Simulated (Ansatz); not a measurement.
Ideal-gas functions of `NC(O)[SeH]` at 500 K and 1 bar, from an Ansatz frequency run at PBE0-D4/def2-TZVP.

Molar mass 126.02 g/mol, point group C1 (symmetry number 1), electronic degeneracy 1, moments of inertia 54.6, 187.162, 226.844 u Å². Harmonic wavenumbers (cm⁻¹, unscaled): 112, 253, 272, 301, 420, 519, 567, 744, 806, 1006, 1140, 1207, 1253, 1363, 1440, 1651, 2441, 3067, 3550, 3651, 3851.

Use S(trans) = R[1.5 ln M + 2.5 ln T − 1.1517]; rotational temperatures θ = 24.2544 K / I; S(rot) = R[ln(√π/σ · √(T³/θAθBθC)) + 1.5]; for each mode x = 1.438777 ν̃/T, S = R[x/(eˣ − 1) − ln(1 − e⁻ˣ)] and H = RT x/(eˣ − 1); 1 cm⁻¹ = 0.0119627 kJ/mol; R = 8.31446 J/(mol·K).

By hand: the entropy, in J/(mol·K).

Translation 179.9. Rotation: θ = 0.4442, 0.1296, 0.1069 K, giving 115.9. Vibration, mode by mode: 17.76, 11.13, 10.56, 9.76, 7.23, 5.71, 5.11, 3.41, 2.96, 1.88, 1.38, 1.19, 1.07, 0.82, 0.69, 0.42, 0.06, 0.01, 0.00, 0.00, 0.00, in all 81.2. Electronic 0.0. Sum 377.0 J/(mol·K).

By hand: H − E and G − E in kJ/mol, counted from the electronic energy.

Zero-point energy ½ × 29614 × 0.0119627 = 177.1; thermal vibration 22.5; translation, rotation and pV give 4 RT = 16.6. H − E = 216.2 kJ/mol, and G − E = 216.2 − 500 × 377.0/1000 = 27.7 kJ/mol.

Vibration gives 22 % of the entropy, 17.8 J/(mol·K) of it from the mode under 150 cm⁻¹: soft modes count most, and the harmonic formula is weakest for them. The sum counts one conformer and one mirror image; others add a mixing term.
